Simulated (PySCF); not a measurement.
PySCF 2.14 output of an unrestricted MN15 calculation on a single atom or ion in x2c-SVPall, with the spin-free X2C one-electron Hamiltonian (Gaussian nucleus):

```
SCF conv_tol = 1e-09
number electrons alpha = 23  beta = 22
    H. S. Yu, X. He, S. L. Li, and D. G. Truhlar.,  Chem. Sci. 7, 5032-5051 (2016)
    H. S. Yu, X. He, S. L. Li, and D. G. Truhlar.,  Chem. Sci. 7, 5032-5051 (2016)
cycle= 1 E= -5047.73598051577  delta_E= -0.0208  |g|= 0.0447  |ddm|= 0.153
cycle= 2 E= -5047.73618174266  delta_E= -0.000201  |g|= 0.0187  |ddm|= 0.03
cycle= 3 E= -5047.73624619028  delta_E= -6.44e-05  |g|= 0.00932  |ddm|= 0.0161
cycle= 4 E= -5047.73627836003  delta_E= -3.22e-05  |g|= 0.00155  |ddm|= 0.00808
cycle= 5 E= -5047.73629608726  delta_E= -1.77e-05  |g|= 0.000459  |ddm|= 0.016
cycle= 6 E= -5047.73629720816  delta_E= -1.12e-06  |g|= 7.57e-05  |ddm|= 0.00459
cycle= 7 E= -5047.73629723171  delta_E= -2.36e-08  |g|= 2.56e-05  |ddm|= 0.000467
cycle= 8 E= -5047.73629723531  delta_E= -3.61e-09  |g|= 3.22e-06  |ddm|= 0.000219
cycle= 9 E= -5047.73629723535  delta_E= -3.27e-11  |g|= 2.5e-07  |ddm|= 2.23e-05
converged SCF energy = -5047.73629723535  <S^2> = 0.75769749  2S+1 = 2.0076827
```

The run itself started from symmetry-adapted Hartree-Fock orbitals and held the occupation by maximum overlap, on a logarithmic radial grid, so the iterations belong to that start.

**Question.** Which element, charge and spin multiplicity is this?

**Answer.** Pd⁺ (palladium, charge +1), multiplicity 2; the state was [Kr] 4d9, 2D determinant.
